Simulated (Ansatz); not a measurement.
Several settings on one geometry of `OB(O)CCCCc1ccc(/N=N/c2ccccc2)cc1` (that of the charge 0 singlet, PBE-D4/def2-SVP). Ansatz on 2 threads of AMD EPYC 7R13 on a shared host and a share (18 GiB) of an NVIDIA H100 80GB HBM3; times are rough.

```xyz
40

O    -7.646   -1.024    0.386
B    -6.990   -0.287   -0.577
O    -7.629    0.549   -1.467
C    -5.413   -0.393   -0.637
C    -4.737    0.077    0.666
C    -3.210   -0.065    0.693
C    -2.472    0.820   -0.332
C    -0.973    0.732   -0.199
C    -0.235   -0.246   -0.910
C     1.145   -0.370   -0.754
C     1.832    0.494    0.132
N     3.222    0.461    0.365
N     3.860   -0.420   -0.288
C     5.252   -0.449   -0.043
C     5.922    0.414    0.857
C     7.303    0.299    1.027
C     8.031   -0.670    0.308
C     7.369   -1.528   -0.585
C     5.984   -1.419   -0.760
C     1.108    1.471    0.846
C    -0.275    1.585    0.682
H    -8.613   -0.909    0.393
H    -8.598    0.578   -1.367
H    -5.040    0.184   -1.509
H    -5.139   -1.458   -0.818
H    -4.998    1.144    0.856
H    -5.164   -0.492    1.519
H    -2.928   -1.128    0.522
H    -2.835    0.187    1.709
H    -2.797    1.873   -0.192
H    -2.771    0.529   -1.360
H    -0.768   -0.916   -1.604
H     1.732   -1.119   -1.303
H     5.320    1.157    1.400
H     7.827    0.968    1.726
H     9.120   -0.755    0.449
H     7.937   -2.285   -1.147
H     5.429   -2.073   -1.450
H     1.668    2.132    1.524
H    -0.832    2.353    1.241
```

Totals from different functionals, basis sets or treatments of relativity can't be compared as stabilities.

The spins typed aren't always the lowest for that charge.

Task: Give the basis size and estimate the energy, ⟨S²⟩ and time of these runs.

```json
{"run": "1", "method": "UKS BLYP-D4/6-31G", "charge": "0", "state": "triplet", "further keys": "scf: {omitted_lower_state_checks: [starts]}; forces asked"}
{"run": "2", "method": "UKS ωB97M-V/6-31G", "charge": "0", "state": "singlet", "further keys": "scf: {omitted_lower_state_checks: [starts]}"}
{"run": "3", "method": "RKS rPW86-PBE/def2-SVP", "charge": "0", "state": "singlet", "further keys": "point_charges: [{charge: 0.50, position_ang: [12.897, -0.199, -0.419]}]; accuracy: high; scf: {lower_state_search: light}"}
```

Result: 
```tsv
run	functions	energy (Eh)	⟨S²⟩	wall time
1	227	-905.4485	2.01	8 s
2	227	-905.4200	0.00	15 s
3	389	-907.3431	–	33 s
```
